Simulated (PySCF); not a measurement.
# Spin–spin coupling constants

Bonds (- single, = double, # triple, : aromatic): C1-N2 1.439 Å, N2-C3 1.439 Å, N2-Ge4 1.837 Å. C1 carries H5, H6, H7; C3 carries H8, H9, H10; Ge4 carries H11, H12, H13.

Couplings: B3LYP/pcJ-1 (pcSseg-1 on Ge) (spin–dipole term only in couplings to heteroatoms) in PySCF, geometry PBE0-D3(BJ)/def2-SVP; gas phase, one conformer, non-relativistic. Couplings are averaged over pairs made equivalent by symmetry, fast rotation or ring inversion, so a value needn't be that of the named pair in this geometry, while other rotamers aren't included; one pair stands for each set, and the list holds those of at least 0.8 Hz over up to four bonds.

Isotopes: ¹³C, ¹H, ¹⁵N.

```tsv
pair	bonds	J (Hz)
C1, N2	1	-7.5
C1, H5	1	138.5
N2, H5	2	-1.4
N2, H11	2	-5.8
H5, H6	2	?
H11, H12	2	18.5
C1, H8	3	?
C1, H11	3	2.1
```

**Question.** Estimate the withheld couplings, with signs.

**Answer.** 
- ²J(H5,H6) = -12.4 Hz (mean over equivalent pairs that range from -15.0 to -10.4 Hz in this conformer)
- ³J(C1,H8) = 5.9 Hz (mean over equivalent pairs that range from 2.0 to 13.1 Hz in this conformer)

Relativistic effects of the heavier atoms present are left out.
